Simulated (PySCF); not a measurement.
Run record: geometry optimisation, `[OH][In]([OH])[OH]` (In(OH)3).

Computed with PBE0-D3(BJ)/def2-SVP geometry optimisation, gas phase, def2 core potentials past Kr (PySCF 2.14.0). Start geometry: GFN2-xTB. The input is one job of a driver script: a line of settings, then coordinates in Å.

Input:
```
{"job": {"xc": "PBE0", "basis": "def2-SVP", "d3": "d3bj", "grid": 1, "maxiter": 30, "shake": 0.03, "kind": "geom"}, "charge": 0, "multiplicity": 1}
In     0.061170    -0.077000     0.013400
O      1.825660     0.334120     0.456540
H      2.295990    -0.461890     0.349330
O     -1.200900     1.432470     0.066810
H     -0.885870     2.215230     0.331170
O     -0.553660    -1.758890    -0.549930
H     -1.450520    -1.786040    -0.735880
```

Output:
```
step   0  E = -417.18912988  max force = 0.093800
step   1  E = -417.21420152  max force = 0.014192
step   2  E = -417.21526528  max force = 0.004565
step   3  E = -417.21548010  max force = 0.001353
step   4  E = -417.21551169  max force = 0.001399
step   5  E = -417.21553132  max force = 0.000645
step   6  E = -417.21554042  max force = 0.000603
step   7  E = -417.21554611  max force = 0.000823
step   8  E = -417.21554730  max force = 0.000557
step   9  E = -417.21555190  max force = 0.000495
step  10  E = -417.21555939  max force = 0.000388
optimisation converged
```

Energies in Eh; «max force» is the largest Cartesian gradient component in Eh/bohr.

Task: How much energy does the optimisation release, in eV?

Result: E(step 0) − E(last step) = 0.026430 Eh, which is 0.719 eV.

Task: Give the first gradient maximum in eV/Å.

Result: With 1 Eh/bohr = 51.422 eV/Å, 4.823 eV/Å.

Summary of the converged run: final energy -417.21556 Eh after 10 steps; dipole 0.10 D.

Task: Where do the atoms end?

Result: 0.103 Å rms from the input after alignment:
```
atom  x, y, z in Å
In1    0.0062   -0.0068   -0.0145
O2     1.9275    0.2330    0.4448
H3     2.4027   -0.6051    0.3917
O4    -1.2301    1.5508    0.0288
H5    -0.7719    2.3485    0.3202
O6    -0.6497   -1.8157   -0.5185
H7    -1.5928   -1.8068   -0.7210
```

Time: 29 s wall; peak memory 0.33 GiB. Hardware: one thread, Arm Neoverse V2 (aarch64), on a shared host.
Labels such as C1 count atoms from 1, the log's own numbers from 0.
